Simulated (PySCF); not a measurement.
A structure optimised at ωB97X-D3(BJ)/def2-SVP, used in a PySCF frequency run:

```xyz
12

O     -1.8299     1.3654     0.5472
C     -0.8647     0.7618     0.1578
C      0.5086     1.2652    -0.0748
C      1.2994     0.2054    -0.2946
F      2.5982     0.2450    -0.5293
C      0.6228    -1.1328    -0.2484
C     -0.8582    -0.7397    -0.2141
F     -1.5862    -1.4807     0.6766
H      0.8096     2.3112    -0.0239
H      0.8844    -1.6675     0.6793
H      0.9101    -1.7650    -1.1020
H     -1.3204    -0.8406    -1.2123
```

Q: Write its SMILES and formula.

A: O=C1C=C(F)C[C@H]1F, C5H4F2O

Q: What are its rotational constants (standard atomic weights)?

A: 3.6368, 1.6497, 1.1759 GHz
